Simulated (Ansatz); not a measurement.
# Two structures, one formula

Two relaxed structures of GaNH3, doublet (PBE0-D4/def2-TZVP; forces vanish, vibrations not checked).

A:

```xyz
5
angstrom
N 0.4125 -1.2480 0.1845
Ga 0.0629 0.2544 -0.7912
H -0.2591 -1.6934 0.7901
H -1.3986 0.8766 -0.6581
H 1.2948 -1.7309 0.1842
```

B:

N1  (0.375, -1.237, 0.159)
Ga2  (-0.063, 0.517, -0.235)
H3  (0.054, -1.667, 1.027)
H4  (-1.333, 0.763, -1.115)
H5  (0.967, 1.624, 0.165)
(Å)

Ansatz 0.2.0; basis: def2-TZVPP; cores frozen in the correlated methods; orbitals are unrestricted. Filled d shells of the heavier atoms are correlated. The def2 sets are not built for correlating such inner shells, so the correlated values are less sure here. B3LYP uses VWN-RPA correlation.

Which structure is lower at CCSD(T), and by how much? (Judge from chemistry; the value comes from the calculation.)

Computed: A, by 138.7 kJ/mol (electronic energy, against the other). By their contacts, A is GaNH₃ ([NH2][GaH]) and B is GaNH₃ ([NH][GaH2]).

All methods give the same order:

| method | E(B) − E(A) (kJ/mol) |
| --- | --- |
| PBE-D4 | 146.7 |
| r2SCAN-D4 | 135.6 |
| PBE0-D4 | 143.6 |
| B3LYP-D4 | 137.7 |
| wB97M-V | 144.9 |
| HF | 101.2 |
| MP2 | 162.6 |
| CCSD | 134.3 |
| CCSD(T) | 138.7 |

No T1 diagnostic of these runs exceeds 0.017. ⟨S²⟩ of the unrestricted Hartree–Fock references: 0.76 (a pure state has 0.75).

Labels in which every atom is bracketed show which atoms are joined, not bond orders.

For scale, one of the runs: CCSD(T)/def2-TZVPP, 121 basis functions, launched by `ansatz run in.yaml --threads 2 --pin off --events-out ev --progress --plain --max-ram 4352MiB`. The run took 38 s on 2 CPU threads of an Arm Neoverse V1 (shared host), with 1.1 GiB of host memory at its peak.
